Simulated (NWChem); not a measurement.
System: BeHOBr; SMILES [Br][Be][OH]

Here is an NWChem input.

```
start job
memory heap 200 mb stack 900 mb global 1100 mb
geometry units angstroms noautosym
  Be    -0.034036     1.147536     0.000000
  Br    -0.001988    -0.826892     0.000000
  O      0.032984     2.526024     0.000000
  H     -0.287667     3.472765     0.000000
end
basis spherical
  * library def2-tzvp
end
dft
  xc pbe0
  disp vdw 4
  grid fine
  iterations 150
end
driver
  maxiter 120
  tight
end
task dft optimize
task dft freq
```

Parts of the log:

```
             Northwest Computational Chemistry Package (NWChem) 7.3.0
             --------------------------------------------------------

 AUTOZ failed to generate good internal coordinates.
 Cartesian coordinates will be used in optimizations.

                             Geometry "geometry" -> ""
                             -------------------------

 Output coordinates in angstroms (scale by  1.889725989 to convert to a.u.)

  No.       Tag          Charge          X              Y              Z
 ---- ---------------- ---------- -------------- -------------- --------------
    1 Be                   4.0000    -0.02925435     1.16149681     0.00000000
    2 Br                  35.0000     0.00279365    -0.81293119     0.00000000
    3 O                    8.0000     0.03776565     2.53998481     0.00000000
    4 H                    1.0000    -0.28288535     3.48672581     0.00000000

 Effective nuclear repulsion energy (a.u.)     103.4141652057

                           NWChem Geometry Optimization
                           ----------------------------

 maximum gradient threshold         (gmax) =   0.000015
 rms gradient threshold             (grms) =   0.000010
 maximum cartesian step threshold   (xmax) =   0.000060
 rms cartesian step threshold       (xrms) =   0.000040
 fixed trust radius                (trust) =   0.300000
 source of zmatrix                         =

          -------------------
          Energy Minimization
          -------------------

 Using diagonal initial Hessian

          --------
          Step   0

                                 NWChem DFT Module
                                 -----------------

 Summary of "ao basis" -> "ao basis" (spherical)
 ------------------------------------------------------------------------------
       Tag                 Description            Shells   Functions and Types
 ---------------- ------------------------------  ------  ---------------------
 Be                        def2-tzvp                 9       19   5s3p1d
 Br                        def2-tzvp                16       48   6s5p4d1f
 O                         def2-tzvp                11       31   5s3p2d1f
 H                         def2-tzvp                 4        6   3s1p

            General Information
            -------------------
          SCF calculation type: DFT
          Wavefunction type:  closed shell.
          No. of atoms     :     4
          No. of electrons :    48
           Alpha electrons :    24
            Beta electrons :    24
          Charge           :     0
          Spin multiplicity:     1
          Use of symmetry is: off; symmetry adaption is: off
          Maximum number of iterations: 150
          AO basis - number of functions:   104
                     number of shells:    40
          Convergence on energy requested:  1.00D-06
          Convergence on density requested:  1.00D-05
          Convergence on gradient requested:  5.00D-04

              XC Information
              --------------
                         PBE0 Method XC Functional
                     Hartree-Fock (Exact) Exchange  0.250
          PerdewBurkeErnzerhof Exchange Functional  0.750
            Perdew 1991 LDA Correlation Functional  1.000 local
           PerdewBurkeErnz. Correlation Functional  1.000 non-local

             Grid Information
             ----------------
          Grid used for XC integration:  fine
          Radial quadrature: Mura-Knowles
          Angular quadrature: Lebedev.
          Tag              B.-S. Rad. Rad. Pts. Rad. Cut. Ang. Pts.
          ---              ---------- --------- --------- ---------
          Be                  1.05       70          10.0       590
          Br                  1.15      140          12.0       974
          O                   0.60       70          10.0       590
          H                   0.35       60          12.0       590
          Grid pruning is: on
          Number of quadrature shells:   340
          Spatial weights used:  Erf1

           DFT-D3BJ Model
          s6 scale factor  :        1.000000000000
          s8 scale factor  :        1.217700000000
          a1 parameter     :        0.414500000000
          a2 parameter     :        4.859300000000
              vdW contrib  :       -0.001803901331

      Superposition of Atomic Density Guess
      -------------------------------------

 Sum of atomic energies:       -2662.25569639

      Non-variational initial energy
      ------------------------------

 Total energy =   -2662.840162
 1-e energy   =   -3909.876524
 2-e energy   =    1143.622197
 HOMO         =      -0.420396
 LUMO         =      -0.036119

   convergence    iter        energy       DeltaE   RMS-Dens  Diis-err
 ---------------- ----- ----------------- --------- --------- ---------
 d= 0,ls=0.0,diis     1  -2664.4032028157 -2.77D+03  8.36D-03  9.63D-01
 d= 0,ls=0.0,diis     2  -2664.3302038781  7.30D-02  4.84D-03  1.68D+00
 d= 0,ls=0.0,diis     3  -2664.4784781854 -1.48D-01  8.67D-04  6.54D-02
 d= 0,ls=0.0,diis     4  -2664.4837947237 -5.32D-03  3.11D-04  3.78D-03
 d= 0,ls=0.0,diis     5  -2664.4840646675 -2.70D-04  8.70D-05  1.96D-04
  Resetting Diis
 d= 0,ls=0.0,diis     6  -2664.4840872499 -2.26D-05  1.39D-05  2.75D-06
 d= 0,ls=0.0,diis     7  -2664.4840876491 -3.99D-07  3.03D-06  7.12D-08

         Total DFT energy =    -2664.484087649149
      One electron energy =    -3912.983400837712
           Coulomb energy =     1247.926744307010
    Exchange-Corr. energy =     -102.839792422788
 Nuclear repulsion energy =      103.414165205670

    Dispersion correction =       -0.001803901331

 Numeric. integr. density =       48.000000152990

                       DFT Final Molecular Orbital Analysis
                       ------------------------------------

 Vector   22  Occ=2.000000D+00  E=-3.626924D-01
              MO Center=  2.2D-02,  2.3D+00,  4.2D-09, r^2= 1.3D+00
   Bfn.  Coefficient  Atom+Function         Bfn.  Coefficient  Atom+Function
  ----- ------------  ---------------      ----- ------------  ---------------
    75      0.428477  3 O  pz                78      0.373597  3 O  pz
    81      0.267659  3 O  pz                 8     -0.166939  1 Be pz
    37      0.111046  2 Br pz                31     -0.072103  2 Br pz
    34      0.062261  2 Br pz                40      0.043220  2 Br pz
    14      0.033361  1 Be pz               104      0.025199  4 H  pz

 Vector   23  Occ=2.000000D+00  E=-3.119844D-01
              MO Center=  5.8D-03, -5.6D-01,  4.7D-10, r^2= 2.0D+00
   Bfn.  Coefficient  Atom+Function         Bfn.  Coefficient  Atom+Function
  ----- ------------  ---------------      ----- ------------  ---------------
    35      0.502244  2 Br px                29     -0.342552  2 Br px
    32      0.306742  2 Br px                38      0.291775  2 Br px
    73     -0.107903  3 O  px                26      0.104485  2 Br px
    76     -0.090823  3 O  px                 6     -0.067659  1 Be px
    79     -0.058973  3 O  px                15     -0.048496  1 Be d -2

 Vector   24  Occ=2.000000D+00  E=-3.113747D-01
              MO Center=  2.5D-03, -5.3D-01, -2.2D-08, r^2= 2.1D+00
   Bfn.  Coefficient  Atom+Function         Bfn.  Coefficient  Atom+Function
  ----- ------------  ---------------      ----- ------------  ---------------
    37      0.500456  2 Br pz                31     -0.341112  2 Br pz
    34      0.305419  2 Br pz                40      0.291835  2 Br pz
    75     -0.122237  3 O  pz                28      0.104044  2 Br pz
    78     -0.104427  3 O  pz                81     -0.074696  3 O  pz
     8     -0.061251  1 Be pz                16     -0.046506  1 Be d -1

 Vector   25  Occ=0.000000D+00  E=-1.723437D-02
              MO Center= -2.0D-01,  1.6D+00, -8.7D-09, r^2= 8.1D+00
   Bfn.  Coefficient  Atom+Function         Bfn.  Coefficient  Atom+Function
  ----- ------------  ---------------      ----- ------------  ---------------
     5      1.305534  1 Be s                  4     -0.708379  1 Be s
   101      0.345679  4 H  s                 24     -0.199747  2 Br s
    80     -0.190134  3 O  py                19      0.174409  1 Be d  2
    71     -0.154334  3 O  s                  3      0.152294  1 Be s
    72     -0.122814  3 O  s                100      0.113334  4 H  s

 Vector   26  Occ=0.000000D+00  E= 3.065975D-02
              MO Center= -1.8D-01,  1.1D+00, -3.5D-08, r^2= 4.5D+00
   Bfn.  Coefficient  Atom+Function         Bfn.  Coefficient  Atom+Function
  ----- ------------  ---------------      ----- ------------  ---------------
    12      0.746967  1 Be px                 6     -0.467435  1 Be px
   101      0.452650  4 H  s                 38     -0.307782  2 Br px
    72     -0.253934  3 O  s                 79     -0.195784  3 O  px
     4     -0.181280  1 Be s                 80     -0.179959  3 O  py
    35     -0.150647  2 Br px                73     -0.140475  3 O  px

 Vector   27  Occ=0.000000D+00  E= 3.553309D-02
              MO Center= -3.9D-02,  9.5D-01,  4.3D-08, r^2= 4.3D+00
   Bfn.  Coefficient  Atom+Function         Bfn.  Coefficient  Atom+Function
  ----- ------------  ---------------      ----- ------------  ---------------
    14      0.808151  1 Be pz                 8     -0.466521  1 Be pz
    40     -0.320546  2 Br pz                81     -0.271056  3 O  pz
    75     -0.173311  3 O  pz                37     -0.153644  2 Br pz
    78     -0.133727  3 O  pz                34     -0.116120  2 Br pz
    31      0.111138  2 Br pz                57      0.111322  2 Br d -1

     Multipole analysis of the density
     ---------------------------------

     L   x y z        total         alpha         beta         nuclear
     -   - - -        -----         -----         ----         -------
     0   0 0 0     -0.000000    -24.000000    -24.000000     48.000000

     1   1 0 0     -0.272204     -0.136102     -0.136102      0.000000
     1   0 1 0      0.952805      0.476402      0.476402      0.000000
     1   0 0 1      0.000000      0.000000      0.000000      0.000000

     2   2 0 0    -21.631399    -10.985558    -10.985558      0.339717
     2   1 1 0     -1.857712     -0.153306     -0.153306     -1.551099
     2   1 0 1      0.000000      0.000000      0.000000      0.000000
     2   0 2 0    -15.954891   -172.774454   -172.774454    329.594016
     2   0 1 1     -0.000000     -0.000000     -0.000000      0.000000
     2   0 0 2    -21.821480    -10.910740    -10.910740      0.000000

[...]

      ----------------------
      Optimization converged
      ----------------------

  Step       Energy      Delta E   Gmax     Grms     Xrms     Xmax
  ---- ---------------- -------- -------- -------- -------- --------
@   13   -2664.48822642 -8.9D-08  0.00000  0.00000  0.00001  0.00003
                                     ok       ok       ok       ok

                         Geometry "geometry" -> "geometry"
                         ---------------------------------

 Output coordinates in angstroms (scale by  1.889725989 to convert to a.u.)

  No.       Tag          Charge          X              Y              Z
 ---- ---------------- ---------- -------------- -------------- --------------
    1 Be                   4.0000     0.04770423     1.20813962    -0.00000005
    2 Br                  35.0000    -0.08394581    -0.75861148     0.00000009
    3 O                    8.0000     0.19796419     2.60715030    -0.00000030
    4 H                    1.0000    -0.43330302     3.31859780     0.00000026

 Effective nuclear repulsion energy (a.u.)     103.4431743859

 ==============================================================================
                                internuclear distances
 ------------------------------------------------------------------------------
       center one      |      center two      | atomic units |  angstroms
 ------------------------------------------------------------------------------
    2 Br               |   1 Be               |     3.72494  |     1.97115
    3 O                |   1 Be               |     2.65895  |     1.40706
    4 H                |   3 O                |     1.79738  |     0.95113
 ------------------------------------------------------------------------------
                         number of included internuclear distances:          3
 ==============================================================================

[second-derivative integrals and response iterations left out]

  Vibrational analysis via the FX method

  See chapter 2 in "Molecular Vibrations" by Wilson, Decius and Cross

  Vib: Default input used

 ---------------------------- Atom information ----------------------------
     atom    #        X              Y              Z            mass
 --------------------------------------------------------------------------
    Be       1  9.0147932D-02  2.2830528D+00 -9.8541472D-08  9.0121800D+00
    Br       2 -1.5863459D-01 -1.4335678D+00  1.7101647D-07  7.9916500D+01
    O        3  3.7409807D-01  4.9267997D+00 -5.6804650D-07  1.5994910D+01
    H        4 -8.1882398D-01  6.2712405D+00  4.9557148D-07  1.0078250D+00
 --------------------------------------------------------------------------

[unprojected Hessian and modes left out]

        Vibrational analysis via the FX method
  --- with translations and rotations projected out ---
  --- via the Eckart algorithm                      ---
 Projected Nuclear Hessian trans-rot subspace norm:7.9200D-33
                         (should be close to zero!)

[projected Hessian left out]

 Rotational Constants
 --------------------
 A=  38.466185 cm-1  ( 55.343023 K)
 B=   0.093863 cm-1  (  0.135044 K)
 C=   0.093634 cm-1  (  0.134716 K)

 Temperature                      =   298.15K
 frequency scaling parameter      =   1.0000

 Zero-Point correction to Energy  =    9.830 kcal/mol  (  0.015665 au)
 Thermal correction to Energy     =   12.509 kcal/mol  (  0.019934 au)
 Thermal correction to Enthalpy   =   13.101 kcal/mol  (  0.020878 au)

 Total Entropy                    =   65.722 cal/mol-K
   - Translational                =   39.872 cal/mol-K (mol. weight = 105.9314)
   - Rotational                   =   21.085 cal/mol-K (symmetry #  =        1)
   - Vibrational                  =    4.765 cal/mol-K

 Cv (constant volume heat capacity) =   12.185 cal/mol-K
   - Translational                  =    2.979 cal/mol-K
   - Rotational                     =    2.979 cal/mol-K
   - Vibrational                    =    6.226 cal/mol-K

[normal modes left out]

 ----------------------------------------------------------------------------
 Normal Eigenvalue ||           Projected Infra Red Intensities
  Mode   [cm**-1]  || [atomic units] [(debye/angs)**2] [(KM/mol)] [arbitrary]
 ------ ---------- || -------------- ----------------- ---------- -----------
    1       -0.000 ||    0.000000           0.000         0.000       0.000
    2       -0.000 ||    0.000025           0.001         0.025       0.003
    3       -0.000 ||    0.006114           0.141         5.961       0.695
    4       -0.000 ||    0.130539           3.012       127.256      14.840
    5        0.000 ||    0.000222           0.005         0.216       0.025
    6        0.000 ||    0.000705           0.016         0.687       0.080
    7      257.324 ||    0.032910           0.759        32.082       3.741
    8      276.023 ||    0.046374           1.070        45.208       5.272
    9      429.824 ||    0.003532           0.081         3.443       0.402
   10      503.069 ||    0.252433           5.824       246.084      28.697
   11     1383.680 ||    0.409179           9.440       398.888      46.516
   12     4029.644 ||    0.173556           4.004       169.191      19.730
 ----------------------------------------------------------------------------
```

Level: PBE0-D3(BJ)/def2-TZVP. This build's default masses of Se (78.918 u) and Br (79.917 u) are each other's, which moves their modes by up to 0.6 %.
